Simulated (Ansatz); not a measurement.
Cost and result up the ladder for AlH₂Br (4 atoms). Charge 0, multiplicity 1. Geometry: B3LYP-D4/def2-TZVP.

```xyz
4

Al    0.122   -0.110   -0.120
H     0.939    0.657   -1.219
H     0.176   -1.660    0.118
Br   -1.237    1.113    1.222
```

Ansatz on 4 threads of Arm Neoverse V2 on a shared host. Times are rough, and most runs start from the orbitals of an earlier one. PBE0-D4/def2-TZVP serves as the yardstick here, not as an exact answer. Differences are given only for rows in sets of like size (and for xTB, whose basis is part of the method), since another set adds its own error. Binding counts from free atoms at the same level (Al doublet, H doublet, Br doublet; other spins of the atoms weren't run), without zero-point energy or a counterpoise term.

B3LYP takes the VWN-RPA correlation. HSE06 is defined as in plane-wave codes, on full-range PBE exchange. Correlated methods freeze 14 core orbitals; core or outer-core shells of Br are correlated, in sets that lack core-valence functions.

Correlated methods converge slowly with the basis.

```tsv
level	functions	binding energy per atom (eV)	difference from PBE0-D4/def2-TZVP (eV)
PBE0-D4/def2-SVP	60	2.48	–
revPBE-D4/def2-TZVP	97	2.43	-0.04
PBE0-D4/def2-TZVP	97	2.48	0.00
BLYP-D4/def2-TZVP	97	2.46	-0.02
r2SCAN-D4/def2-TZVP (with forces)	97	2.55	0.07
MP2/def2-TZVP	97	2.46	-0.02
PBE-D4/def2-SVP	60	2.48	–
BHLYP-D4/def2-TZVP	97	2.49	0.01
CCSD(T)/def2-TZVPP	118	2.49	0.01
B3LYP-D4/def2-TZVP	97	2.50	0.02
r2SCANh-D4/def2-TZVP	97	2.54	0.06
HSE06-D4/def2-TZVP	97	2.48	0.00
PBE-D4/def2-TZVP	97	2.47	-0.01
```

Estimate how long each takes.

PBE-D4/def2-SVP 0.35 s; MP2/def2-TZVP 0.35 s; PBE0-D4/def2-SVP 0.4 s; PBE-D4/def2-TZVP 0.45 s; BLYP-D4/def2-TZVP 0.45 s; revPBE-D4/def2-TZVP 0.45 s; B3LYP-D4/def2-TZVP 0.5 s; HSE06-D4/def2-TZVP 0.6 s; BHLYP-D4/def2-TZVP 0.6 s; PBE0-D4/def2-TZVP 0.75 s; r2SCANh-D4/def2-TZVP 1.1 s; r2SCAN-D4/def2-TZVP (with forces) 1.1 s; CCSD(T)/def2-TZVPP 1.4 s. On shared hardware such times vary by a factor of up to 3.
